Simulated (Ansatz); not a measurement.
Total energies of C4H11B, SMILES `CBC(C)C`.

```xyz
16

C    -0.389    2.079    0.540
B     0.610    0.893    0.395
C     0.220   -0.610    0.186
C    -1.244   -0.900   -0.119
C     1.151   -1.321   -0.800
H    -0.019    2.990    0.061
H    -1.411    1.883    0.212
H    -0.430    2.326    1.612
H     1.785    1.129    0.525
H     0.451   -1.028    1.186
H    -1.911   -0.462    0.628
H    -1.442   -1.976   -0.149
H    -1.530   -0.490   -1.093
H     2.201   -1.164   -0.547
H     0.961   -2.398   -0.819
H     0.997   -0.949   -1.818
```

Total charge 0; spin multiplicity 1. The geometry is a stationary point of PBE0-D4/def2-TZVP. It is one conformer, not always the lowest. Basis def2-TZVPP, the Gaussian-basis code of Ansatz.

RPA on PBE orbitals: Hartree–Fock energy of these orbitals -182.57929 Eh, correlation -1.40842 Eh (frozen core).

```
             functional  energy without D4 (Eh)  D4 term (kJ/mol)
            LDA (SPW92)              -182.13299                 –
                    PBE              -183.67570             -27.8
                 revPBE              -183.89586             -93.8
                   BLYP              -183.83701             -61.6
                 r2SCAN              -183.83550              -7.4
                 B97M-V              -183.97727                 –
                   PBE0              -183.71988             -23.4
                  B3LYP              -183.97706             -44.0
                r2SCANh              -183.83126              -7.7
                r2SCAN0              -183.82581              -8.4
HSE06 (plane-wave form)              -183.70721             -21.6
                  BHLYP              -183.84325             -30.5
              CAM-B3LYP              -183.84388             -23.3
                LC-ωPBE              -183.84369                 –
                ωB97X-V              -183.91040                 –
                ωB97M-V              -183.84024                 –
                 B2PLYP              -183.77151                 –
               PBE-QIDH              -183.69692                 –
```

B3LYP takes the VWN-RPA correlation (the form of Gaussian; ORCA's B3LYP/G). HSE06 is the plane-wave form, built on full-range PBE exchange. The double hybrids freeze the cores in their second-order part.

LC-ωPBE has ω = 0.4 bohr⁻¹.
